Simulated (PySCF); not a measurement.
Structure elucidation problem

Molecular formula: C6H5F5. Simulated spectra:

¹H NMR (400 MHz, computed): δ 7.32 (m, 1H), 6.74 (m, 1H), 5.93 (m, 1H), 5.88 (m, 1H), 5.77 (m, 1H).

¹³C{¹H} NMR (computed): δ 149.6 (CH), 141.0 (CH), 135.0 (CH2), 129.6 (C), 125.9 (CH), 121.5 (C).

PySCF calculation with PBE0/pcSseg-1 with gauge-including orbitals and geometry from GFN2-xTB; non-relativistic, averaged over atoms made equivalent by symmetry, fast rotation or ring inversion, single conformer, gas phase.

Referencing at the same level of theory: TMS for ¹H (31.72 ppm) and ¹³C (186.93 ppm).

Deduce the structure.

Answers


Rings plus π bonds: 2 (no ring in the answer). 6 carbon signals for 6 carbons: no two carbons are equivalent. Carbon types of the structure: 2 × C, 3 × CH, 1 × CH2, which accounts for all hydrogens. δC 149.6, 141.0, 125.9: alkene CH; as expected for a trigonal carbon in a double bond. δC 135.0: terminal =CH2 carbon; an sp2 carbon of a C=C bond. δC 129.6: CF3 carbon; 3 electronegative neighbours deshield it. δC 121.5: allylic fully substituted sp3 carbon bonded to 2 F; 2 electronegative neighbours deshield it. δH 7.32, 6.74, 5.77: hydrogen on an alkene CH; olefinic region. δH 5.93, 5.88: hydrogen on a terminal =CH2 carbon; a vinylic proton, deshielded by the sp2 carbon and the C=C anisotropy.

Structure: SMILES C=C/C=C\C(F)(F)C(F)(F)F.

The shifts were computed for this structure.

Splittings by ¹⁹F in the carbon and heteronuclear signals aren't shown, as no couplings were computed. Shifts are as computed. Against solution values, carbons near 30 ppm lie about +3 ppm off and those near 130 ppm about +5 ppm. Of 1211 compounds with measured shifts, 218 miss one by over three times the rms of a fit or turn the order of signals round; such compounds aren't used in these exercises. Multiplicities follow the n + 1 count of equivalent neighbours, as no J values were calculated; m marks all less simple cases, F and P coupling included.
